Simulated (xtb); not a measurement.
Hf(OH)3 (H₃HfO₃), SMILES [Hf+]([OH])([OH])[OH], charge +1, multiplicity 1. All values are semi-empirical tight-binding results from xtb (GFN2-xTB unless named), good for trends rather than for accurate numbers. Geometry: GFN2-xTB. The spin state was assumed, not searched. The isomer is the one that the SMILES or the coordinates give; other isomers of the formula were not compared. Other conformers were not sampled.

For metal compounds this method's bond lengths and energies can be far off.

Computed properties:
```yaml
point_group_as_xtb_finds_it: Cs
orbital_gap: 4.00 eV
zero_point_energy: 20.8 kcal/mol
G − E(el) at 298.15 K (modified RRHO): 0.1 kcal/mol
```
